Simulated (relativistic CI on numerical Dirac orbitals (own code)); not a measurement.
What each ingredient does to the levels of Ho39+

Base calculation: Dirac-Coulomb-Breit CI, KLI orbitals optimised for each configuration, QED by a radiative potential, unscaled Slater integrals.

CI space (outside the closed core [Ne]): 3s²3p⁶3d¹⁰, 3s²3p⁶3d⁹4s, 3s²3p⁶3d⁹4p, 3s²3p⁶3d⁹4d, 3s²3p⁵3d¹⁰4s, 3s²3p⁶3d⁹4f, 3s²3p⁵3d¹⁰4p, 3s²3p⁶3d⁸4s², 3s²3p⁵3d¹⁰4d, 3s²3p⁶3d⁸4s4p, 3s3p⁶3d¹⁰4s, 3s²3p⁶3d⁹5s, 3s²3p⁶3d⁸4p², 3s²3p⁶3d⁸4s4d, 3s²3p⁶3d⁹5p, 3s²3p⁵3d¹⁰4f, 3s3p⁶3d¹⁰4p, 3s²3p⁶3d⁹5d, 3s²3p⁶3d⁸4p4d, 3s²3p⁵3d⁹4s², 3s²3p⁶3d⁹5f, 3s²3p⁶3d⁹5g, 3s²3p⁵3d⁹4s4p, 3s3p⁶3d¹⁰4d, 3s²3p⁶3d⁸4d², 3s²3p⁵3d⁹4p², 3s²3p⁵3d⁹4s4d, 3s²3p⁶3d⁹6s, 3s3p⁶3d¹⁰4f, 3s3p⁶3d⁹4s², 3s²3p⁶3d⁹6p, 3s²3p⁵3d¹⁰5s, 3s²3p⁶3d⁹6d, 3s²3p⁵3d⁹4p4d, 3s²3p⁴3d¹⁰4s², 3s²3p⁵3d¹⁰5p. Levels of other configurations are missing.

Variants: (1) Breit term removed; (2) non-relativistic limit. Shifts of the energy above 3s²3p⁶3d¹⁰ ¹S0, in eV, for the lowest level and the first level of each name with at least 55 % of one term (blank where a level changes its place among those of its configuration and J or its character, or is not in the variant):

```tsv
Level	Base	Δ(1)	Δ(2)
3s²3p⁶3d¹⁰ ¹S0	0.00	0.00	0.00
3s²3p⁶3d⁹4s ³D3	1180.33	+0.61	+104.82
3s²3p⁶3d⁹4s ¹D2	1181.93	+0.56	
3s²3p⁶3d⁹4s ³D1	1221.09	+1.48	+64.07
3s²3p⁶3d⁹4s ³D2	1222.16	+1.53	
3s²3p⁶3d⁹4p ³F°2	1301.50	+0.83	+54.83
3s²3p⁶3d⁹4p ³F°4	1321.38	+0.64	+34.95
3s²3p⁶3d⁹4p ¹P°1	1324.07	+0.52	
3s²3p⁶3d⁹4p ³D°3	1325.84	+0.54	
3s²3p⁶3d⁹4p ³P°0	1359.15	+1.36	-6.10
3s²3p⁶3d⁹4d ¹P1	1458.14	+1.31	+19.53
3s²3p⁶3d⁹4d ³G5	1459.47	+1.44	+17.83
3s²3p⁶3d⁹4d ³D3	1462.81	+1.25	+16.37
3s²3p⁶3d⁹4d ³F4	1464.45	+1.28	
3s²3p⁶3d⁹4d ³P0	1473.26	+1.27	+4.46
3s²3p⁶3d⁹4d ³G3	1488.00	+1.98	
3s²3p⁶3d⁹4d ³F2	1492.95	+1.82	-10.20
3s²3p⁶3d⁹4d ¹S0	1528.00	+1.52	+0.77
3s²3p⁵3d¹⁰4s ³P°2	1557.20	+2.53	+52.79
3s²3p⁵3d¹⁰4s ¹P°1	1559.98	+2.54	
3s²3p⁶3d⁹4f ³P°0	1587.32	+1.13	+17.93
3s²3p⁶3d⁹4f ³P°1	1589.61	+1.33	+15.63
```

At this charge energies of transitions that change n are usually good to better than 1 %, and those within a shell (Δn = 0) to a few per cent.

Ionisation energy from the two ground configurations alone: base 3018.38 eV; Breit term removed 3020.25 eV. The NIST ASD value (theoretical) is 3018 eV.

LS names give the leading component of a level, which can be under half, so a name can repeat, a term be missing and a line seem to break the LS rules.
